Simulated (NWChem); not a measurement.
System meant: CH$_{3}$IMgO; SMILES [I][Mg][O]C

Here is an NWChem input.

```
start job
memory heap 200 mb stack 900 mb global 1100 mb
geometry units angstroms noautoz
  Mg     0.000000     0.000000    -1.054832
  I      0.000000     0.000000     1.497005
  O      0.000000     0.000000    -2.816621
  C      0.000000     0.000000    -4.189926
  H     -0.030681     1.026401    -4.606655
  H      0.904230    -0.486630    -4.606655
  H     -0.873549    -0.539771    -4.606655
end
basis spherical
  Mg library def2-svp
  I library def2-svp
  O library def2-svp
  C library def2-svp
  H library def2-svp
end
ecp
  I library def2-ecp
end
dft
  xc b3lyp
  iterations 150
end
tddft
  cis
  nroots 4
  notriplet
end
task tddft energy
```

End of the output:

```
 Vector   30  Occ=0.000000D+00  E=-7.610479D-03  Symmetry=e
              MO Center=  1.5D-02,  5.3D-03, -8.6D-01, r^2= 5.9D+00
   Bfn.  Coefficient  Atom+Function         Bfn.  Coefficient  Atom+Function
  ----- ------------  ---------------      ----- ------------  ---------------
    12      0.739998  1 Mg py                11      0.464695  1 Mg px
    33     -0.289643  2 I  py                 9      0.213958  1 Mg py
    32     -0.181887  2 I  px                15      0.145206  1 Mg d -1
    30     -0.141151  2 I  py                 8      0.134359  1 Mg px
    49     -0.133895  3 O  py                 6      0.131674  1 Mg py

 center of mass
 --------------
 x =  -0.00000000 y =  -0.00000000 z =   0.45602409

 moments of inertia (a.u.)
 ------------------
        2490.852667683258           0.000000000000          -0.000000000000
           0.000000000000        2490.852667683258          -0.000000000000
          -0.000000000000          -0.000000000000          11.384819304659

     Multipole analysis of the density
     ---------------------------------

     L   x y z        total         alpha         beta         nuclear
     -   - - -        -----         -----         ----         -------
     0   0 0 0      0.000000    -27.000000    -27.000000     54.000000

     1   1 0 0     -0.000000     -0.000000     -0.000000     -0.000000
     1   0 1 0     -0.000000     -0.000000     -0.000000      0.000000
     1   0 0 1     -0.475935     37.692305     37.692305    -75.860545

     2   2 0 0    -36.175019    -20.911616    -20.911616      5.648212
     2   1 1 0      0.000000      0.000000      0.000000     -0.000000
     2   1 0 1     -0.000000     -0.000000     -0.000000      0.000000
     2   0 2 0    -36.175019    -20.911616    -20.911616      5.648212
     2   0 1 1      0.000000      0.000000      0.000000      0.000000
     2   0 0 2    -40.204910   -567.737945   -567.737945   1095.270979

 ------------------------------------------------------------------------
 tddft_init: non-Abelian symmetry not permitted                   0
 ------------------------------------------------------------------------
 ------------------------------------------------------------------------
  current input line :
    31: task tddft energy
 ------------------------------------------------------------------------
 ------------------------------------------------------------------------
 There is an error related to the specified geometry
 ------------------------------------------------------------------------
 For more information see the NWChem manual at https://nwchemgit.github.io

0:tddft_init: non-Abelian symmetry not permitted:Received an Error in Communication
```

Problem. What is wrong, and how is it mended?

Solution. The program stopped with an error. Cause: the TDDFT module takes Abelian point groups alone, and the geometry was found to have a non-Abelian one. This input runs:
```
start job
memory heap 200 mb stack 900 mb global 1100 mb
geometry units angstroms noautosym nocenter noautoz
  Mg     0.000000     0.000000    -1.054832
  I      0.000000     0.000000     1.497005
  O      0.000000     0.000000    -2.816621
  C      0.000000     0.000000    -4.189926
  H     -0.030681     1.026401    -4.606655
  H      0.904230    -0.486630    -4.606655
  H     -0.873549    -0.539771    -4.606655
end
basis spherical
  Mg library def2-svp
  I library def2-svp
  O library def2-svp
  C library def2-svp
  H library def2-svp
end
ecp
  I library def2-ecp
end
dft
  xc b3lyp
  iterations 150
end
tddft
  cis
  nroots 4
  notriplet
end
task tddft energy
```
It converges to -612.97525 Ha (B3LYP/def2-SVP with def2 effective core potentials on I, TDA).
